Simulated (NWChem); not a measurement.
Everything below was run with NWChem. System: H4GeSi, charge 0, spin multiplicity 1, at a geometry optimised with PBE/def2-SVP. The structure started from a generated list of species. Level: TD-PBE/def2-SVPD.

The NWChem input:

```
start mol
memory heap 200 mb stack 900 mb global 1100 mb
geometry units angstroms nocenter noautoz noautosym
  Ge    -0.025160     0.671730     0.561238
  H     -0.254564     1.571356    -0.760437
  Si     0.069662    -1.282293    -0.949254
  H      0.968035    -1.081252    -2.147075
  H     -1.342049    -1.453151    -1.474575
  H      0.458412    -2.580214    -0.287974
end
basis spherical
  * library def2-svpd
end
dft
  xc xpbe96 cpbe96
  semidirect memsize 60000000 filesize 0
  iterations 100
end
tddft
  rpa
  nroots 6
  notriplet
  thresh 1e-4
end
task tddft energy
```

Output (cleaned and shortened):

```
             Northwest Computational Chemistry Package (NWChem) 7.3.0
             --------------------------------------------------------

                                NWChem Input Module
                                -------------------

 Scaling coordinates for geometry "geometry" by  1.889725989
 (inverse scale =  0.529177249)

                             Geometry "geometry" -> ""
                             -------------------------

 Output coordinates in angstroms (scale by  1.889725989 to convert to a.u.)

  No.       Tag          Charge          X              Y              Z
 ---- ---------------- ---------- -------------- -------------- --------------
    1 Ge                  32.0000    -0.02516000     0.67173000     0.56123800
    2 H                    1.0000    -0.25456400     1.57135600    -0.76043700
    3 Si                  14.0000     0.06966200    -1.28229300    -0.94925400
    4 H                    1.0000     0.96803500    -1.08125200    -2.14707500
    5 H                    1.0000    -1.34204900    -1.45315100    -1.47457500
    6 H                    1.0000     0.45841200    -2.58021400    -0.28797400

 Effective nuclear repulsion energy (a.u.)     140.0381732237

            Nuclear Dipole moment (a.u.)
            ----------------------------
        X                 Y               Z
 ---------------- ---------------- ----------------
    -0.0000340151    -0.0000056692    -0.0000018897


 Summary of "ao basis" -> "" (spherical)
 ------------------------------------------------------------------------------
       Tag                 Description            Shells   Functions and Types
 ---------------- ------------------------------  ------  ---------------------
 *                         def2-svpd                  on all atoms

  pbe96 is a nonlocal functional; adding pw91lda local functional.

                                 NWChem DFT Module
                                 -----------------

 Summary of "ao basis" -> "ao basis" (spherical)
 ------------------------------------------------------------------------------
       Tag                 Description            Shells   Functions and Types
[...]
     Dipole Oscillator Strength                    0.0141123761
     Electric Quadrupole                           0.0000000436
     Magnetic Dipole                               0.0000000207
     Total Oscillator Strength                     0.0141124404

          sigma_e =   1.7969 Angstrom
          sigma_h =   1.5797 Angstrom
         |d_h->e| =   2.5018 Angstrom
            d_exc =   3.5043 Angstrom
            d_CD1 =   2.7189 Angstrom
            d_CD2 =   0.8135 Angstrom
            d_CD3 =   6.0061 Angstrom
     Pearson C.C. =  -0.0523

     Occ.   22  a   ---  Virt.   26  a   -0.92323 X
     Occ.   23  a   ---  Virt.   26  a   -0.32969 X
     Occ.   25  a   ---  Virt.   27  a    0.14233 X
     Occ.   25  a   ---  Virt.   28  a    0.07513 X
  ----------------------------------------------------------------------------
  Root   5 singlet a              0.201232180 a.u.                5.4758 eV
  ----------------------------------------------------------------------------
     Transition Moments    X -0.02383   Y  0.05949   Z  0.50770
     Transition Moments   XX  1.03915  XY  0.36602  XZ -0.10816
     Transition Moments   YY -0.78916  YZ  0.66829  ZZ  1.97885
     Dipole Oscillator Strength                    0.0351309625
     Electric Quadrupole                           0.0000001117
     Magnetic Dipole                               0.0000005863
     Total Oscillator Strength                     0.0351316605

          sigma_e =   2.9425 Angstrom
          sigma_h =   1.9438 Angstrom
         |d_h->e| =   0.5172 Angstrom
            d_exc =   3.5856 Angstrom
            d_CD1 =   1.5159 Angstrom
            d_CD2 =  -1.9259 Angstrom
            d_CD3 =   4.1029 Angstrom
     Pearson C.C. =  -0.0133

     Occ.   25  a   ---  Virt.   27  a    0.26030 X
     Occ.   25  a   ---  Virt.   28  a   -0.95594 X
     Occ.   25  a   ---  Virt.   29  a    0.05765 X
     Occ.   25  a   ---  Virt.   31  a    0.07775 X
  ----------------------------------------------------------------------------
  Root   6 singlet a              0.213062562 a.u.                5.7977 eV
  ----------------------------------------------------------------------------
     Transition Moments    X -0.10838   Y  1.22057   Z  1.02357
     Transition Moments   XX -0.05987  XY -0.24622  XZ -0.22733
     Transition Moments   YY -0.20076  YZ -0.02713  ZZ -0.87642
     Dipole Oscillator Strength                    0.3620980490
     Electric Quadrupole                           0.0000000156
     Magnetic Dipole                               0.0000007695
     Total Oscillator Strength                     0.3620988341

          sigma_e =   3.2108 Angstrom
          sigma_h =   1.9293 Angstrom
         |d_h->e| =   1.0432 Angstrom
            d_exc =   3.8617 Angstrom
            d_CD1 =   2.3247 Angstrom
            d_CD2 =  -1.5268 Angstrom
            d_CD3 =   4.9049 Angstrom
     Pearson C.C. =   0.0167

     Occ.   22  a   ---  Virt.   26  a   -0.11400 X
     Occ.   24  a   ---  Virt.   27  a    0.15396 X
     Occ.   24  a   ---  Virt.   28  a    0.16482 X
     Occ.   24  a   ---  Virt.   30  a   -0.10074 X
     Occ.   24  a   ---  Virt.   31  a    0.05164 X
     Occ.   25  a   ---  Virt.   27  a   -0.86445 X
     Occ.   25  a   ---  Virt.   28  a   -0.24583 X
     Occ.   25  a   ---  Virt.   30  a    0.18914 X
     Occ.   25  a   ---  Virt.   31  a   -0.19939 X
     Occ.   25  a   ---  Virt.   32  a    0.12224 X
     Occ.   25  a   ---  Virt.   34  a   -0.09353 X
     Occ.   25  a   ---  Virt.   39  a   -0.07177 X

              Target root =      1
          Target symmetry = none
      Ground state energy =  -2368.018880597409
        Excitation energy =      0.071633096164
     Excited state energy =  -2367.947247501245

  stored tddft:energy   -2367.9472475012449

 Task  times  cpu:       84.8s     wall:       84.8s

 Total times  cpu:       84.8s     wall:       84.8s
```
